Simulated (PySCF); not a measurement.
## Calculated data, F$_{2}$HOSi, Al$_{2}$ClH$_{2}$O

All values are calculated (PySCF 2.14.0). Calculation on a computer-drawn molecule: optimised geometry and harmonic frequencies of an isolated molecule of the commonest isotopes, restricted reference for singlets and unrestricted otherwise, frozen core in MP2.

Common to all runs: multiplicity 1.

```yaml
- entry: 1
  formula: F2HOSi
  start_structure:
    atoms_angstrom:
      - [O, 2.2456, 0.9135, 1.7971]
      - [Si, 1.638, 0.8967, 0.392]
      - [F, 2.6662, 1.1499, -0.8539]
      - [F, 0.9853, -0.5169, -0.1071]
      - [H, 0.5454, 1.8629, 0.0892]
  given:
    charge: -1
    method: MP2
    basis: "aug-cc-pV(D+d)Z"
    drawn_bonds_atom: [1, 2, 2, 2]
    drawn_bonds_other_atom: [2, 3, 4, 5]
    drawn_bonds_order: [1, 1, 1, 1]
  results:
    optimised_atom_element: [O, Si, F, F, H]
    "optimised_atom_x [angstrom]": [2.257, 1.637, 2.682, 0.9633, 0.5409]
    "optimised_atom_y [angstrom]": [0.9211, 0.8998, 1.162, -0.5421, 1.865]
    "optimised_atom_z [angstrom]": [1.84, 0.3968, -0.884, -0.1205, 0.08448]
    "modes_frequency [cm^-1]": [295.6, 309.2, 418.8, 710.4, 738.3, 855.1, 885.1, 1102, 2185]
    "modes_reduced_mass [dalton]": [14.69, 12.89, 16.35, 18.43, 9.267, 1.175, 1.108, 13.39, 1.04]
    "rotational_constants [GHz]": [7.33, 6.561, 3.874]
    "total_energy [hartree]": -564.2361
    "convergence_status_largest_gradient_component [hartree/bohr]": 8.352e-06
- entry: 2
  formula: Al2ClH2O
  start_structure:
    atoms_angstrom:
      - [O, -0.7018, -0.7102, 0.1903]
      - [Al, 0.7599, -1.3857, 0.5683]
      - [Al, 3.0826, -2.5082, 0.7017]
      - [Cl, 4.1417, -2.9758, -0.8378]
      - [H, -1.6141, -0.3396, 0.0143]
      - [H, 3.3399, -2.5582, 2.2629]
  given:
    charge: 1
    method: HF
    basis: "cc-pV(D+d)Z"
    drawn_bonds_atom: [1, 2, 3, 1, 3]
    drawn_bonds_other_atom: [2, 3, 4, 5, 6]
    drawn_bonds_order: [1, 1, 1, 1, 1]
  results:
    optimised_atom_element: [O, Al, Al, Cl, H, H]
    "optimised_atom_x [angstrom]": [-0.7329, 0.7029, 3.1, 3.965, -1.571, 3.544]
    "optimised_atom_y [angstrom]": [-0.7194, -1.378, -2.478, -2.904, -0.3352, -2.663]
    "optimised_atom_z [angstrom]": [0.1528, 0.4516, 0.8952, -0.9286, -0.03715, 2.366]
    "modes_frequency [cm^-1]": [70.15, 124.1, 162.5, 285.4, 378.8, 382.8, 430.3, 576.0, 606.7, 1062, 2130, 4247]
    "modes_reduced_mass [dalton]": [9.366, 6.946, 14.28, 13.28, 1.138, 1.143, 1.211, 3.052, 1.519, 11.22, 1.045, 1.073]
    "rotational_constants [GHz]": [9.79, 1.175, 1.049]
    "total_energy [hartree]": -1019.2596
    "convergence_status_largest_gradient_component [hartree/bohr]": 9.682e-06
- entry: 3
  formula: Al2ClH2O
  start_structure:
    atoms_angstrom:
      - [O, -0.7329, -0.7194, 0.1528]
      - [Al, 0.7029, -1.3778, 0.4516]
      - [Al, 3.1, -2.4785, 0.8952]
      - [Cl, 3.965, -2.9042, -0.9286]
      - [H, -1.5713, -0.3352, -0.0371]
      - [H, 3.5444, -2.6626, 2.3659]
  given:
    charge: 1
    method: MP2
    basis: "cc-pV(D+d)Z"
    drawn_bonds_atom: [1, 2, 3, 1, 3]
    drawn_bonds_other_atom: [2, 3, 4, 5, 6]
    drawn_bonds_order: [1, 1, 1, 1, 1]
  results:
    optimised_atom_element: [O, Al, Al, Cl, H, H]
    "optimised_atom_x [angstrom]": [-0.7339, 0.7176, 3.111, 3.952, -1.587, 3.548]
    "optimised_atom_y [angstrom]": [-0.719, -1.385, -2.484, -2.898, -0.3281, -2.664]
    "optimised_atom_z [angstrom]": [0.151, 0.4618, 0.8989, -0.9393, -0.04966, 2.377]
    "modes_frequency [cm^-1]": [61.09, 104.0, 143.8, 280.1, 300.5, 304.3, 417.7, 563.3, 598.0, 1019, 2086, 3996]
    "modes_reduced_mass [dalton]": [9.708, 8.718, 20.98, 8.108, 1.166, 1.107, 1.209, 1.551, 2.934, 11.21, 1.045, 1.073]
    "rotational_constants [GHz]": [9.589, 1.181, 1.052]
    "total_energy [hartree]": -1019.6806
    "convergence_status_largest_gradient_component [hartree/bohr]": 2.813e-05
```
